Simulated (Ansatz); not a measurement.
HBF, doublet, geometry from GFN2-xTB; CAM-B3LYP/def2-TZVP run with Ansatz (a first-principles code).

Input for Ansatz:
Ansatz 0.2 input:
```yaml
crystal:
  periodic: [false, false, false]
  atoms:
    - {symbol: B, position_ang: [-0.62114934, 0.42261065, 0.01060937]}
    - {symbol: F, position_ang: [0.52302898, -0.21010080, -0.00107771]}
    - {symbol: H, position_ang: [-1.60151411, -0.22214599, -0.04334740]}
basis:
  gaussian:
    orbitals: def2-TZVP
    point_charges:
      - {charge: 0.5, position_ang: [-2.0072, 1.3331, 3.5975]}
hamiltonian:
  xc: cam_b3lyp
magnetization: {spin_polarized: true, initial_magnetization: 1}
```

Task: Write the output that Ansatz gives for this input, abridged.

Result: 
```
Functional definition: CAM-B3LYP
369 factors; their error is unknown
99 factors; integrals over basis functions are off by at most 3.3e-5 eV
mean field evaluation 1: about -3407.5694 eV, gradient 1.8e1 eV
mean field evaluation 2: about -3406.9936 eV, gradient 2.5e1 eV
mean field evaluation 4: about -3408.6205 eV, gradient 4.3e-1 eV
mean field evaluation 8: about -3408.6310 eV, gradient 8.3e-2 eV
mean field evaluation 16: about -3408.6311 eV, gradient 5.2e-5 eV
mean field -3408.63108498 eV, -125.2648819200 hartree, gradient 5.2e-5 eV, S^2 0.751712; 0 other end points of the search recorded, 0 dependent functions left out
reference -3408.63117211 eV, -125.2648851217 hartree; 8, 7 occupied and 60, 61 virtual orbitals, 369 factors
Total energy: -3408.63117211 eV, -125.2648851217 hartree
```
